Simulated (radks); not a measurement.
The iodine anion I-, [Xe], held by a Watson sphere: a shell of charge +1 at radius R that stands for the Madelung well of a crystal (potential energy -1/R inside, -1/r outside, in hartree with lengths in bohr). All-electron calculation, scalar-relativistic Kohn-Sham, LDA (Slater exchange, VWN5 correlation), spin-unpolarised, spherical densities, point nucleus. Program: a radial shooting solver on a logarithmic mesh with Libxc functionals. Response by self-consistent Sternheimer equations with the Hartree and adiabatic LDA kernel, the relativistic mass of each level held fixed and spin-orbit coupling left out. The sphere does not respond.

\begin{tabular}{lrrrrrrr}
R (bohr) & e(4d) (eV) & e(5s) (eV) & e(5p) (eV) & <r> 5p (bohr) & sum of <r^2> (bohr^2) & X-ray form factor at sin(theta)/lambda = 0.1 1/angstrom & alpha (bohr^3) \\ \hline
2.73 & -49.444 & -17.641 & -7.551 & 2.504 & 69.96 & 49.686 & 38.39 \\
3.23 & -49.004 & -17.013 & -7.043 & 2.558 & 72.14 & 49.601 & 43.60 \\
3.36 & -48.893 & -16.860 & -6.907 & 2.570 & 72.65 & 49.583 & 45.01 \\
3.63 & -48.663 & -16.556 & -6.626 & 2.592 & 73.60 & 49.551 & 47.96 \\
3.79 & -48.527 & -16.384 & -6.462 & 2.604 & 74.11 & 49.534 & 49.70 \\
4.06 & -48.299 & -16.107 & -6.192 & 2.621 & 74.88 & 49.510 & 52.58 \\
4.78 & -47.713 & -15.443 & -5.530 & 2.654 & 76.47 & 49.468 & 59.70 \\
5.09 & -47.477 & -15.188 & -5.273 & 2.664 & 76.97 & 49.456 & 62.44 \\
\end{tabular}
